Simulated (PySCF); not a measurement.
Species: C5H8BNS.
Atom-mapped SMILES: `[CH3:1][c:2]1[cH:3][cH:4][c:5]([BH:6][NH2:7])[s:8]1` (hydrogens: H9, H10, H11 on C1; H12 on C3; H13 on C4; H14 on B6; H15, H16 on N7)

Computed with PySCF at CAM-B3LYP/def2-SVPD, non-relativistic, on one gas-phase PBE0-D3(BJ)/def2-SVP geometry that isn't relaxed in the solvent. The solvent is an IEF-PCM continuum (cavity from Bondi-type radii × 1.2). The model holds no explicit solvent molecules, cavitation or dispersion.

Gas phase at CAM-B3LYP/def2-SVPD: HOMO -7.70 eV, LUMO 0.04 eV, dipole 1.02 D.

**Question.** What does the continuum do to the energy, the frontier levels and the dipole at CAM-B3LYP/def2-SVPD in cyclohexane and dimethylsulfoxide?

**Answer.** 
| solvent | ε | E(solvent) − E(gas) (kcal/mol) | polarisation term (kcal/mol) | distortion of the solute (kcal/mol) | HOMO (eV) | LUMO (eV) | dipole (D) |
| --- | --- | --- | --- | --- | --- | --- | --- |
| cyclohexane | 2.017 | -1.88 | -1.98 | 0.10 | -7.70 | 0.03 | 1.17 |
| dimethylsulfoxide | 46.83 | -4.94 | -5.66 | 0.72 | -7.76 | -0.05 | 1.45 |

Polarisation term: ½ Σ q·V over the induced surface charges. Distortion: the rise of the solute's own energy as its density leaves the gas-phase optimum. From cyclohexane to dimethylsulfoxide the lowering changes by a factor 2.63, Onsager's factor (ε − 1)/(2ε + 1) by 2.40 and ε itself by 23.2.

**Question.** Which radius a makes the point-dipole formula ΔE = −[(ε − 1)/(2ε + 1)]·μ²/a³ give the value in dimethylsulfoxide, with the gas-phase dipole?

**Answer.** μ = 0.400 au and |ΔE| = 0.00788 Eh give a = 1.13 Å; the farthest nucleus lies 4.32 Å from the centroid of the nuclei, so such a sphere wouldn't even hold the nuclei. The formula assumes a rigid point dipole at the centre of a sphere.

**Question.** How does the static polarisability (CAM-B3LYP/def2-SVPD, frozen core, with the continuum's full static response) change?

**Answer.** 
```tsv
medium	isotropic (au)	principal values (au)	⟨r²⟩ of the electrons (bohr²)
gas	101.7	64.5, 105.5, 135.2	1271.9
cyclohexane	115.6	72.3, 122.1, 152.5	1271.0
dimethylsulfoxide	142.8	93.0, 155.5, 180.0	1269.5
```

The isotropic value in dimethylsulfoxide is 1.40 times the gas-phase one; no cavity-field correction is applied. ⟨r²⟩ is taken about the centre of nuclear charge.

Conformer computed: `[CH3:1][c:2]1[cH:3][cH:4][c:5]([BH:6][NH2:7])[s:8]1`: C4–C5–B6–N7 -179°, H–N7–B6–C5 0°, H–N7–B6–C5 180°.
